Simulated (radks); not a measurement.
All-electron atom: Se1.75+ in [Ar] 3d10 4s2 4p2.25 (fractional occupations, a model configuration).

Method: Dirac Kohn-Sham, LDA (Slater exchange, Perdew-Wang correlation), spin-unpolarised, spherical densities, finite nucleus; open shells are shared between the two j in proportion to 2j + 1; Fermi nuclear charge, rms radius 4.14 fm; computed with a radial shooting solver on a logarithmic mesh with Libxc functionals.

Energy parts (eV):
total: -66014.360
kinetic: 67573.330
electron-nucleus: -158868.265
Hartree: 27569.432
exchange-correlation: -2288.858

Orbitals (lengths in bohr, moments of r in powers of bohr; r(max) is where P^2 peaks):
orbital	occ.	eigenvalue (eV)	r(max)	small-component weight
1s1/2	2	-12499.22	0.02884	1.51e-02
2s1/2	2	-1623.652	0.1648	2.97e-03
2p1/2	2	-1460.094	0.1296	2.97e-03
2p3/2	4	-1418.413	0.1327	2.90e-03
3s1/2	2	-232.1621	0.5029	7.05e-04
3p1/2	2	-176.2012	0.4946	6.55e-04
3p3/2	4	-170.3131	0.5033	6.37e-04
3d3/2	4	-73.4297	0.4494	5.15e-04
3d5/2	6	-72.5306	0.4522	5.10e-04
4s1/2	2	-35.0975	1.472	1.09e-04
4p1/2	0.75	-23.4209	1.680	8.07e-05
4p3/2	1.5	-22.9101	1.709	7.85e-05

The highest occupied level is 4p3/2 at -22.910 eV. The electron density at the nucleus is 3.957e+04 e/bohr^3. Summed over all electrons, <r^2> = 25.50 bohr^2, which gives a Langevin (diamagnetic) susceptibility term of -20.2 x 10^-6 cm^3/mol.
